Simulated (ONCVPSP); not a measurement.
u(r) = r·R(r): atom against pseudo-atom (B)

Columns: radius, all-electron u(r) and pseudo u(r) of the 2s shell (level -9.59 eV) of boron in the configuration [He] 2s1.75 2p1.25; revPBE, non-relativistic, ONCV scheme, ONCVPSP 4.0.1.

```csv
r (bohr),all-electron,pseudo
0.180,-0.3041,0.0760
0.360,-0.1414,0.1653
0.540,0.1133,0.2749
0.720,0.3428,0.3993
0.900,0.5179,0.5226
1.080,0.6376,0.6276
1.260,0.7071,0.7010
1.440,0.7362,0.7356
1.620,0.7349,0.7349
1.800,0.7122,0.7122
1.980,0.6753,0.6753
2.160,0.6298,0.6298
2.340,0.5798,0.5798
2.520,0.5283,0.5283
2.700,0.4774,0.4774
2.880,0.4286,0.4286
3.060,0.3827,0.3827
3.240,0.3402,0.3402
3.420,0.3014,0.3014
3.600,0.2662,0.2662
3.780,0.2346,0.2346
3.960,0.2063,0.2063
4.140,0.1812,0.1812
4.320,0.1589,0.1589
4.500,0.1392,0.1392
4.680,0.1218,0.1218
```

(1) How many radial nodes do the two functions have?

(2) At about which radius was the pseudo-wave matched?

(3) Is the pseudo-wave norm-conserving?

Results:

(1) The all-electron 2s function has n − l − 1 = 1; the pseudo-wave has 0, since the states of the same l below it are removed with the core.

(2) 1.55 bohr, where the columns begin to agree (steps of 0.18 bohr).

(3) Yes: the ONCV scheme keeps the norm inside the radius equal to the all-electron one, which fixes the energy derivative of the logarithmic derivative at the level.
